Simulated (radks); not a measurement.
Values are calculated unless marked as measured or tabulated.
Species: neutral lutetium. Configuration: [Xe] 4f14 6s2 7d1 (not the ground configuration). Code: a radial shooting solver on a logarithmic mesh with Libxc functionals. Model: Dirac Kohn-Sham, LDA (Slater exchange, Perdew-Wang correlation), spin-unpolarised, spherical densities, finite nucleus; open shells fill j = l - 1/2 first; Fermi nuclear charge, rms radius 5.37 fm.

X-ray form factor f0, the Fourier transform of the density (f0(0) = 71):

sin(theta)/lambda (1/angstrom),f0 (electrons)
0.05,69.082
0.1,66.497
0.15,63.330
0.2,59.967
0.25,56.567
0.3,53.199
0.4,46.850
0.5,41.329
0.6,36.666
0.8,29.328
1,23.997
1.25,19.547
1.5,16.778
2,13.262
